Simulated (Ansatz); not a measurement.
Total energies of the cluster ZnO₂H₂ from Ansatz at r2SCAN-D4/def2-TZVP, gas phase (1 Eh = 27.2114 eV = 2625.5 kJ/mol). The reference geometry is relaxed at PBE-D4/def2-TZVP.

| atom | x (Å) | y (Å) | z (Å) |
| --- | --- | --- | --- |
| Zn1 | 0.019 | -0.063 | -0.167 |
| O2 | 1.091 | -1.386 | 0.351 |
| O3 | -1.026 | 1.194 | -0.871 |
| H4 | 0.781 | -1.814 | 1.166 |
| H5 | -0.865 | 2.068 | -0.478 |

```json
{"state": "charge 0 singlet", "geometry": "reference", "energy (Eh)": "-1931.06234"}
{"state": "charge 1 doublet", "geometry": "reference", "energy (Eh)": "-1930.67716"}
{"state": "free Zn atom (singlet)", "geometry": "–", "energy (Eh)": "-1779.37409"}
{"state": "free O atom (triplet)", "geometry": "–", "energy (Eh)": "-75.05861"}
{"state": "free H atom (doublet)", "geometry": "–", "energy (Eh)": "-0.49993"}
```

Task: Work out the vertical ionisation energy to the doublet.

Result: E(charge 1 doublet) − E(charge 0 singlet) = -1930.67716 − (-1931.06234) = 0.38518 Eh = 10.48 eV. For comparison, −ε of the highest occupied level is 7.07 eV at this level, 3.41 eV less.

Task: What is the binding energy per atom against free atoms?

Result: Atoms: 1 × (-1779.37409) + 2 × (-75.05861) + 2 × (-0.49993) = -1930.49117 Eh. Binding: -1930.49117 − (-1931.06234) = 0.57117 Eh = 15.54 eV, or 3.11 eV for each of 5 atoms (no zero-point energy, no counterpoise term).

At r2SCAN-D4/def2-TZVP the gap within one spin of the charge 1 doublet nearly closes, so an electron or hole may be smeared out by delocalisation error. 

The structure comes from a short search, and lower isomers may exist.
